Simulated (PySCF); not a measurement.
## Working out the ionisation energy of Ho

Ho [Xe] 4f11 6s2 (high-spin determinant) → Ho⁺ [Xe] 4f11 6s1 (high-spin determinant). Computed with PySCF 2.14 in cc-pVDZ-X2C, with scalar relativity by spin-free X2C-1e. Frozen: [Kr] 4d10. Energies in hartree (1 hartree = 27.21139 eV):

```
            part     Ho (lower)    Ho⁺ (upper)
             UHF  -12611.243336  -12611.062008
CCSD correlation      -0.719811      -0.686651
             (T)      -0.031634      -0.028027
```

Problem. What does Hartree-Fock give?

Solution. (-12611.062008) − (-12611.243336) = 0.181328 hartree = 4.934 eV.

Problem. What do CCSD and CCSD(T) give?

Solution. The CCSD correlation energies differ by 0.033160 hartree = 0.902 eV and the triples by 0.003607 hartree = 0.098 eV, so CCSD gives 5.836 eV and CCSD(T) 5.934 eV.

A first-order spin-orbit estimate adds 0.000 eV to CCSD(T) (valence), giving 5.934 eV against 6.021 eV (measured; NIST Atomic Spectra Database, ionization energies).

One determinant mixes LS terms, so it does not stand for a single term.

A double-zeta basis recovers only part of the correlation energy.

What remains against the reference includes basis incompleteness, the frozen core and higher excitations.
